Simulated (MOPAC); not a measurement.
Job for MOPAC: PM6 on ClHN2 (a complex), monomers drawn apart or pushed together.

```
PM6 1SCF PRECISE CHARGE=0 THREADS=1
ClHN2

Cl    -0.17970881 1    -0.27930657 1    -0.32260938 1
H     -0.16222086 1    -0.20766951 1     0.95905293 1
N     -0.12476391 1    -0.05681996 1     3.62627014 1
N     -0.10858349 1     0.00489094 1     4.71467143 1
```

It printed:

```
*******************************************************************************
 **                                                                           **
 **                              MOPAC v23.2.5                                **
 **                                                                           **
 *******************************************************************************
 ** MOPAC's Digital Object Identifier: https://doi.org/10.5281/zenodo.6511958 **
 **                                                                           **
 ** Please cite the open-source release paper for use of this MOPAC version:  **
 ** J. E. Moussa and J. J. P. Stewart (2026)                                  **
 ** MOPAC: An open-source semiempirical molecular orbital program             **
 ** J. Open Source Softw., 11(119), 8025, https://doi.org/10.21105/joss.08025 **
 *******************************************************************************

                              PM6 CALCULATION RESULTS

 *******************************************************************************
 *  PM6        - The PM6 Hamiltonian to be used
 *
 *
 *
 *                 CHARGE ON SYSTEM = 0
 *
 *
 *
 *  PRECISE    - TIGHTER CRITERIA TO BE USED
 *  1SCF       - DO 1 SCF AND THEN STOP
 *  THREADS=1  - MULTI-THREADING NOT USED
 *  T=         - A TIME OF 172800.0 SECONDS REQUESTED
 *  DUMP=N     - RESTART FILE WRITTEN EVERY 7200.0 SECONDS REQUESTED
 *******************************************************************************
PM6 1SCF PRECISE CHARGE=0 THREADS=1
 ClHN2

   ATOM   CHEMICAL          X               Y               Z
  NUMBER   SYMBOL      (ANGSTROMS)     (ANGSTROMS)     (ANGSTROMS)

     1      Cl         -0.17970881  *  -0.27930657  *  -0.32260938  *
     2       H         -0.16222086  *  -0.20766951  *   0.95905293  *
     3       N         -0.12476391  *  -0.05681996  *   3.62627014  *
     4       N         -0.10858349  *   0.00489094  *   4.71467143  *



          CARTESIAN COORDINATES

    NO.       ATOM           X           Y           Z

     1        Cl         -0.1797     -0.2793     -0.3226
     2         H         -0.1622     -0.2077      0.9591
     3         N         -0.1248     -0.0568      3.6263
     4         N         -0.1086      0.0049      4.7147

 General Reference for PM6:
 "Optimization of Parameters for Semiempirical Methods V: Modification of NDDO Approximations
 and Application to 70 Elements", J. J. P. Stewart, J. Mol. Mod., 13, 1173-1213 (2007)
 URL: https://link.springer.com/article/10.1007/s00894-007-0233-4

           Empirical Formula: H N2 Cl  =     4 atoms



      MOLECULAR POINT GROUP   :   C*v


      RHF CALCULATION, NO. OF DOUBLY OCCUPIED LEVELS = 9


 -------------------------------------------------------------------------------
 PM6 1SCF PRECISE CHARGE=0 THREADS=1
 ClHN2



     1SCF WAS SPECIFIED, SO BFGS WAS NOT USED
     SCF FIELD WAS ACHIEVED


                              PM6 CALCULATION
                                                       MOPAC v23.2.5 Linux




          FINAL HEAT OF FORMATION =          8.70161 KCAL/MOL =      36.40752 KJ/MOL


          COSMO AREA              =        102.83 SQUARE ANGSTROMS
          COSMO VOLUME            =         76.97 CUBIC ANGSTROMS

          IONIZATION POTENTIAL    =         11.492268 EV
          HOMO LUMO ENERGIES (EV) =        -11.492 -0.141
          NO. OF FILLED LEVELS    =          9
          MOLECULAR WEIGHT        =         64.4743         POINT GROUP:  C*v

          MOLECULAR DIMENSIONS (Angstroms)

            Atom       Atom       Distance
            N     4   Cl     1     5.04579
            H     2   Cl     1     0.00091
            N     3   Cl     1     0.00040


          SCF CALCULATIONS        =          1





   ATOM   CHEMICAL          X               Y               Z
  NUMBER   SYMBOL      (ANGSTROMS)     (ANGSTROMS)     (ANGSTROMS)

     1      Cl         -0.17970881  *  -0.27930657  *  -0.32260938  *
     2       H         -0.16222086  *  -0.20766951  *   0.95905293  *
     3       N         -0.12476391  *  -0.05681996  *   3.62627014  *
     4       N         -0.10858349  *   0.00489094  *   4.71467143  *

                             CARTESIAN COORDINATES

   1   Cl       -0.179708810    -0.279306570    -0.322609380
   2    H       -0.162220860    -0.207669510     0.959052930
   3    N       -0.124763910    -0.056819960     3.626270140
   4    N       -0.108583490     0.004890940     4.714671430


           Empirical Formula: H N2 Cl  =     4 atoms



      MOLECULAR POINT GROUP   :   C*v


                  EIGENVALUES
 -38.61375 -26.91176 -19.18095 -17.28945 -17.28945 -16.21281 -13.07118 -11.49227
 -11.49227  -0.14060  -0.14060   2.34909   3.22498  89.04677  89.20910  89.20910
  90.07351  90.07351


              NET ATOMIC CHARGES AND DIPOLE CONTRIBUTIONS

  ATOM NO.   TYPE          CHARGE      No. of ELECS.   s-Pop       p-Pop       d-Pop
    1         Cl          -0.231765        7.2318     1.98846     5.24157     0.00173
    2          H           0.230863        0.7691     0.76914
    3          N          -0.023347        5.0233     1.78721     3.23613
    4          N           0.024249        4.9758     1.78910     3.18665
 DIPOLE           X         Y         Z       TOTAL
 POINT-CHG.     0.022     0.088     1.565     1.568
 HYBRID         0.002     0.007     0.124     0.124
 SUM            0.023     0.095     1.689     1.692


          ATOMIC ORBITAL ELECTRON POPULATIONS

     Atom    s        px        py        pz      x^2-y^2     xz        z^2       yz        xy
    1 Cl   1.98846   1.99983   1.99761   1.24413   0.00000   0.00003   0.00166   0.00004   0.00000
    2  H   0.76914
    3  N   1.78721   1.00949   1.01011   1.21654
    4  N   1.78910   0.99061   0.99125   1.20480

 **********************
 *                    *
 * JOB ENDED NORMALLY *
 *                    *
 **********************




 == MOPAC DONE ==
```

The run finished.

Cost: about 0.020 core-seconds (a rough figure).
